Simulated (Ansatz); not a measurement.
Cost and result for the atomization energy of `CC1BC[SiH2]1` (14 atoms, 14 bonds).

Cartesian coordinates in Å:
```
C -1.153 1.468 0.792
C -0.509 0.473 -0.144
B -0.527 -1.062 0.074
C 0.601 -1.686 -0.802
Si 1.354 -0.025 -0.247
H -1.003 1.175 1.834
H -0.752 2.478 0.672
H -2.233 1.525 0.624
H -0.620 0.751 -1.202
H -0.916 -1.561 1.094
H 1.019 -2.659 -0.565
H 0.508 -1.549 -1.883
H 2.106 -0.037 1.032
H 2.126 0.709 -1.280
```

The species carries charge 0 and has multiplicity 1. The structure was optimised at the PBE0-D4/def2-TZVP level. Program: Ansatz. All runs use 4 threads of an Arm Neoverse V2 on a shared host. Times are those of one run each, without the atoms' runs, and a repeat can differ threefold. Electronic energies, without spin–orbit coupling; frozen cores. CCSD(T)/CBS adds CCSD(T) − MP2 in def2-TZVPP to the MP2 limit, and its time is that of the two runs behind it. T1 = 0.012. HSE06 is the plane-wave form, built on full-range PBE exchange.

CCSD(T)/CBS is a level of theory with its own doubt, some kJ/mol a heavy atom from the limit and from the frozen cores, so smaller differences don't rank the functionals.

```json
{"level": "BLYP-D4/def2-TZVPP", "functions": "292", "wall time": "2.8 s", "atomization (kcal/mol)": "1254.4", "difference from CCSD(T)/CBS": "-7.0", "per bond": "-0.5"}
{"level": "PBE-D4/def2-TZVPP (with forces)", "functions": "292", "wall time": "3.2 s", "atomization (kcal/mol)": "1283.5", "difference from CCSD(T)/CBS": "22.1", "per bond": "1.6"}
{"level": "PBE0-D4/def2-TZVPP", "functions": "292", "wall time": "3.6 s", "atomization (kcal/mol)": "1273.4", "difference from CCSD(T)/CBS": "12.0", "per bond": "0.9"}
{"level": "HSE06-D4/def2-TZVPP", "functions": "292", "wall time": "3.8 s", "atomization (kcal/mol)": "1274.1", "difference from CCSD(T)/CBS": "12.7", "per bond": "0.9"}
{"level": "BHLYP-D4/def2-TZVPP", "functions": "292", "wall time": "3.8 s", "atomization (kcal/mol)": "1242.6", "difference from CCSD(T)/CBS": "-18.8", "per bond": "-1.3"}
{"level": "r2SCAN-D4/def2-TZVPP (with forces)", "functions": "292", "wall time": "6.5 s", "atomization (kcal/mol)": "1271.8", "difference from CCSD(T)/CBS": "10.4", "per bond": "0.7"}
{"level": "B2PLYP/def2-TZVPP", "functions": "292", "wall time": "6.5 s", "atomization (kcal/mol)": "1251.4", "difference from CCSD(T)/CBS": "-10.0", "per bond": "-0.7"}
{"level": "CCSD(T)/def2-SVP", "functions": "119", "wall time": "6.5 s", "atomization (kcal/mol)": "1207.7", "difference from CCSD(T)/CBS": "-53.7", "per bond": "-3.8"}
{"level": "PBE-QIDH/def2-TZVPP", "functions": "292", "wall time": "7 s", "atomization (kcal/mol)": "1265.6", "difference from CCSD(T)/CBS": "4.2", "per bond": "0.3"}
{"level": "ωB97X-V/def2-TZVPP", "functions": "292", "wall time": "9.5 s", "atomization (kcal/mol)": "1268.5", "difference from CCSD(T)/CBS": "7.1", "per bond": "0.5"}
{"level": "MP2/def2-QZVPP", "functions": "568", "wall time": "39 s", "atomization (kcal/mol)": "1263.1", "difference from CCSD(T)/CBS": "1.7", "per bond": "0.1"}
{"level": "CCSD(T)/def2-TZVPP", "functions": "292", "wall time": "4 min", "atomization (kcal/mol)": "1234.4", "difference from CCSD(T)/CBS": "-27.0", "per bond": "-1.9"}
{"level": "CCSD(T)/CBS(def2)", "functions": "–", "wall time": "4.7 min", "atomization (kcal/mol)": "1261.4", "difference from CCSD(T)/CBS": "0.0", "per bond": "0.0"}
```

The D4 term adds +11.3 kcal/mol with B3LYP and +5.9 kcal/mol with PBE0; it sums over pairs of atoms, weighted by their polarisabilities, and B3LYP, whose exchange is more repulsive, gets the larger term. From BLYP to BHLYP (50 % exact exchange), in def2-TZVPP and without D4, the atomization energy moves by −4.7 kcal/mol: exact exchange takes away binding that semilocal exchange gives to molecules. In def2-TZVPP, CCSD(T) changes the Hartree–Fock value by +268.5 kcal/mol (the triples alone add +15.1 kcal/mol) and MP2 by +281.3 kcal/mol; breaking electron pairs costs correlation energy, which Hartree–Fock lacks.

B3LYP here is the variant with VWN-RPA as its local correlation; programs differ in this.
